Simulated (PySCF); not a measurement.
These 3 structures share the formula C5H7BO2. Level of theory: PBE0-D3(BJ)/def2-SVP geometry optimisation, gas phase in PySCF. One conformer each; no zero-point energy, no entropy. No frequencies were run at this level. Point groups hold within 0.08 Å.

Question: Order them by energy at this level, lowest first, and give relative energies in kcal/mol.
A. `[CH2:1]=[CH:2][C:3]1=[O+:4][BH2-:5][O:6][CH:7]=[CH:8]1` with C1–C2–C3–O4 1°
B. `[CH:1]#[C:2]/[C:3]([CH3:4])=[CH:5]\[B:6]([OH:7])[OH:8]` with C5–B6–O7–H 0°, C5–B6–O8–H 180°
C. `[CH3:1][C:2]1=[CH:3][C:4]/1=[CH:5]\[B:6]([OH:7])[OH:8]` with C5–B6–O7–H 180°, C5–B6–O8–H 180°

Answer: B (0.0), C (6.3), A (12.1).

As drawn, the lowest has an O–H bond, which the highest lacks.

| SMILES | E (Eh) | E rel (kcal/mol) | dipole (D) | point group | A, B, C (MHz) |
| --- | --- | --- | --- | --- | --- |
| C#C/C(C)=C\B(O)O | -369.38210 | 0.0 | 1.37 | – | 3155, 1399, 975.1 |
| CC1=CC/1=C\B(O)O | -369.37210 | 6.3 | 2.22 | Cs | 6092, 958.4, 832.4 |
| C=CC1=[O+][BH2-]OC=C1 | -369.36283 | 12.1 | 4.87 | – | 4988, 1557, 1199 |

Question: How do the relative energies change in single points at PBE0/pcSseg-1 (no added dispersion term) on the same geometries?

Answer: 
```tsv
SMILES	PBE0-D3(BJ)/def2-SVP (kcal/mol)	PBE0/pcSseg-1 (kcal/mol)	shift
C#C/C(C)=C\B(O)O	0.0	0.0	0.0
CC1=CC/1=C\B(O)O	6.3	8.3	+2.0
C=CC1=[O+][BH2-]OC=C1	12.1	16.3	+4.2
```

Each column counts from its own lowest isomer. The order is unchanged; the largest shift is 4.2 kcal/mol.
